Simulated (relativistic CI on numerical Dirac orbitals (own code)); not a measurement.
Crystal-field levels of Rh³⁺, 4d6

Calculated by Dirac-Coulomb-Breit CI, separate exchange-only KLI orbitals for each configuration, model QED, valence Slater integrals scaled by 0.75, one configuration in a parametric crystal field (own radial code).

Field parameters in Wybourne normalisation: Td as Oh with Dq negative (B⁴₀ = 21Dq, B⁴₄ = √(5/14) B⁴₀). The field is a parameter set, without covalency.

S is read from ⟨S²⟩ = S(S + 1).

Site symmetry Td; labels are those of the double group. Computed levels in cm⁻¹ above the lowest, in rising order:

```csv
Δ (size of 10Dq),Lowest,No. 2,No. 3,No. 4,No. 5,No. 6,No. 7,No. 8
2650,A1,110 T1,205 E,468 T2,894 A2,2588 T2,3307 T1,3470 E
4800,A1,112 T1,203 E,433 T2,711 A2,4363 T2,5161 T1,5190 E
6900,A1,109 T1,190 E,402 T2,642 A2,6276 T2,7065 E,7105 T1
9050,A1,109 T1,179 E,395 T2,636 A2,7692 T2,7974 E,8293 T2
11150,A1,114 T1,168 E,409 T2,683 A2,5911 T2,6213 E,7348 T1
13300,A1,123 T1,136 E,434 T2,805 A2,4158 T2,4513 E,5679 T1
15400,A1,14 E,128 T1,400 T2,1058 A2,2739 T2,3178 E,4268 T1
17550,E,349 T2,366 A1,461 T1,1972 A2,2588 T2,2987 E,3770 T1
19650,E,200 T2,850 T1,860 A1,3488 A2,3766 T2,4014 E,4438 T1
```

Ground-state S against |10Dq| in cm⁻¹: 2650: 1.98, 4800: 1.98, 6900: 1.97, 9050: 1.97, 11150: 1.95, 13300: 1.92, 15400: 1.84, 17550: 1.43, 19650: 1.19.

The spin changes between |10Dq| = 15400 and 17550 cm⁻¹.
